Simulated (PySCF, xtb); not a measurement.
Sn(OH)(NH2)3 (H7N3OSn), SMILES [NH2][Sn]([NH2])([NH2])[OH].

GFN2-xTB (xtb 6.7.1) at its own geometry gives an orbital gap of 4.07 eV and a dipole moment of 0.95 D.

Coordinates come from a PBE0-D3(BJ)/def2-SVP optimisation. The def2 effective core potentials stand for the cores of Sn; spin–orbit coupling is left out. Other conformers were not sampled.

Problem. What does PBE/def2-TZVP (PySCF) give? (The exact figures need the calculation; the answer reports its results.)

Solution. gap 4.36 eV (levels -5.96 and -1.59 eV), dipole 1.18 D.
